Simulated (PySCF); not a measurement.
B(H)(Et)(vinyl) (C4H9B), SMILES C=CBCC. Atoms are numbered in the order given.

```xyz
14

B     -0.6951     0.7584     0.5797
H     -1.3598     1.6311     1.1071
C      0.8425     1.0512     0.4968
C      1.8248     0.1130    -0.1905
H      1.1106     1.1604     1.5707
H      0.9605     2.0881     0.1275
H      1.6757     0.0958    -1.2817
H      1.7221    -0.9223     0.1702
H      2.8685     0.4186    -0.0177
C     -1.4635    -0.5142     0.1256
C     -1.0747    -1.3444    -0.8581
H     -2.4503    -0.7075     0.5678
H     -1.7038    -2.1727    -1.2042
H     -0.1228    -1.2172    -1.3809
```
Charge 0, spin multiplicity 1.

Geometry optimised at PBE0-D3(BJ)/def2-SVP. The structure was generated by enumeration, and PubChem lists no compound with its InChIKey, so it may never have been made. Other conformers were not sampled.

Two levels are set side by side: PBE/pcSseg-1 (PySCF) and PBE0/pcSseg-1 (PySCF). GIAO shifts against BF3 (¹¹B), TMS (¹H), TMS (¹³C) at the same level; non-relativistic, no solvent, atoms listed together averaged. Differences are taken from unrounded values.

```
quantity               PBE
-------------------  -----
δ(¹¹B) of B1 (ppm)    62.3
δ(¹H) of H2 (ppm)     7.13
δ(¹³C) of C3 (ppm)    32.5
δ(¹³C) of C4 (ppm)    14.6
δ(¹³C) of C10 (ppm)  153.4
δ(¹³C) of C11 (ppm)  151.6
δ(¹H) of H12 (ppm)    7.58
```

### Question
These are the PBE values. What does PBE0 give? (The exact figures need the calculation; the answer reports its results.)

### Answer

| quantity | PBE0 | PBE minus PBE0 |
|---|---|---|
| δ(¹¹B) of B1 (ppm) | 61.6 | 0.8 |
| δ(¹H) of H2 (ppm) | 7.04 | 0.09 |
| δ(¹³C) of C3 (ppm) | 29.3 | 3.2 |
| δ(¹³C) of C4 (ppm) | 13.9 | 0.6 |
| δ(¹³C) of C10 (ppm) | 152.9 | 0.5 |
| δ(¹³C) of C11 (ppm) | 153.6 | -2.0 |
| δ(¹H) of H12 (ppm) | 7.48 | 0.10 |

Rough cost on one machine, each run with all the roots and properties that it gave: PBE0 against PBE within a factor of 2.
